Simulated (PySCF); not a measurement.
1,2,3-selenadiazole, C2H2N2Se, SMILES c1c[se]nn1, point group Cs.

Level: PBE0/pcSseg-1 in PySCF (density fitting, grid level 2); geometry and Hessian at that level, cubic constants and property derivatives from steps of ±0.6 along each species' dimensionless normal coordinates, second-order vibrational perturbation theory. The parent has the commonest isotopes.

Equilibrium geometry (Å):

| atom | x | y | z |
| --- | --- | --- | --- |
| C1 | -0.2753 | -0.7172 | -0.2699 |
| C2 | -0.6515 | 0.5922 | -0.2261 |
| Se3 | 0.7257 | 1.6665 | -0.7469 |
| N4 | 1.7248 | 0.0301 | -0.9764 |
| N5 | 1.0099 | -0.9436 | -0.6804 |
| H6 | -0.8946 | -1.5697 | -0.0131 |
| H7 | -1.6257 | 0.9614 | 0.0729 |

Question: How much do zero-point and thermal motion change the parent's shieldings?

Answer: 
```json
{"atom": "C1", "σe (ppm)": "44.00", "anharmonic part, 0 K": "-1.06", "harmonic part, 0 K": "-1.54", "Δσ at 0 K": "-2.59", "Δσ at 100 K": "-2.56", "Δσ at 200 K": "-2.35"}
{"atom": "C2", "σe (ppm)": "32.09", "anharmonic part, 0 K": "-1.73", "harmonic part, 0 K": "-2.43", "Δσ at 0 K": "-4.16", "Δσ at 100 K": "-4.22", "Δσ at 200 K": "-4.44"}
{"atom": "Se3", "σe (ppm)": "170.42", "anharmonic part, 0 K": "-30.03", "harmonic part, 0 K": "-24.33", "Δσ at 0 K": "-54.36", "Δσ at 100 K": "-55.93", "Δσ at 200 K": "-61.23"}
{"atom": "N4", "σe (ppm)": "-278.69", "anharmonic part, 0 K": "-4.86", "harmonic part, 0 K": "-4.89", "Δσ at 0 K": "-9.75", "Δσ at 100 K": "-10.00", "Δσ at 200 K": "-10.88"}
{"atom": "N5", "σe (ppm)": "-241.93", "anharmonic part, 0 K": "-2.43", "harmonic part, 0 K": "-2.79", "Δσ at 0 K": "-5.22", "Δσ at 100 K": "-5.16", "Δσ at 200 K": "-4.84"}
{"atom": "H6", "σe (ppm)": "23.08", "anharmonic part, 0 K": "-0.06", "harmonic part, 0 K": "-0.34", "Δσ at 0 K": "-0.40", "Δσ at 100 K": "-0.39", "Δσ at 200 K": "-0.38"}
{"atom": "H7", "σe (ppm)": "22.77", "anharmonic part, 0 K": "-0.09", "harmonic part, 0 K": "-0.28", "Δσ at 0 K": "-0.38", "Δσ at 100 K": "-0.38", "Δσ at 200 K": "-0.38"}
```

Question: And the bond lengths, in the parent and with ¹³C at 2?

Answer: 
```csv
bond,re (Å),⟨r⟩ at 0 K,between mean positions,"⟨r⟩, labelled"
C1–C2,1.3631,1.3705,1.3678,1.3704
C2–Se3,1.8227,1.8289,1.8279,1.8287
Se3–N4,1.9310,1.9434,1.9426,1.9434
N4–N5,1.2437,1.2478,1.2450,1.2478
N5–C1,1.3681,1.3765,1.3745,1.3765
C1–H6,1.0845,1.1044,1.0877,1.1044
C2–H7,1.0838,1.1034,1.0856,1.1033
```

Spin–orbit effects of the heavy atoms on shieldings are missing.

The study (110 SCF points, 119 basis functions) took 19 min on 1 thread of Intel Xeon Platinum 8488C, shared host (rough), peak memory 0.52 GiB, launched as `OMP_NUM_THREADS=1 python ens_run.py task.json out`.
